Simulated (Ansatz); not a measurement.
Gas-phase electronic energies from Ansatz, PBE0-D4/def2-TZVP geometries. CBS: MP2 limit from def2 TZ/QZ plus the TZ coupled-cluster correction, frozen cores. This one scheme is used for every species. Functionals use def2-TZVPP. HSE06 is defined as in plane-wave codes. For Ga outer-core shells are correlated without core-valence functions, which leaves a few kJ/mol of doubt a bond. Scalar relativity is left out up to krypton. Each species was taken in one conformer, which may not be the lowest.

`F[CH2][AlH][GaH2]` + H₂ → `F[CH2][AlH2]` + `[GaH3]`  (hydrogenolysis of the Al–Ga bond)

```
             level  ΔE (kJ/mol)  difference from CCSD(T)/CBS
           BLYP-D4         17.2                          3.1
            B97M-V         -7.1                        -21.2
          HSE06-D4         17.5                          3.4
           ωB97X-V          5.3                         -8.8
            r2SCAN         14.5                          0.4
             HSE06         13.9                         -0.2
         CAM-B3LYP         -0.9                        -15.0
           LC-ωPBE          3.3                        -10.8
RPA@PBE/def2-TZVPP          8.3                         -5.8
       HF/def2-SVP        -22.1                        -36.2
       CCSD(T)/CBS         14.1                            0
```

Largest T1 diagnostic among the species: 0.013.

The D4 term adds +6.4 kJ/mol with B3LYP and +3.7 kJ/mol with PBE0; it sums over pairs of atoms, weighted by their polarisabilities, and B3LYP, whose exchange is more repulsive, gets the larger term. From PBE to PBE0 (25 % exact exchange), in def2-TZVPP and without D4, ΔE moves by −6.4 kJ/mol. Leaving LDA and LC-ωPBE aside and taking each functional with its dispersion term where it has one, the values, not all of them listed here, spread over 31.1 kJ/mol, from B97M-V to PBE-D4.

CCSD(T)/CBS has its own doubt, a few kJ/mol and more with outer-core shells, so smaller differences from it don't rank the levels.

B3LYP here is the variant with VWN-RPA as its local correlation; programs differ in this.
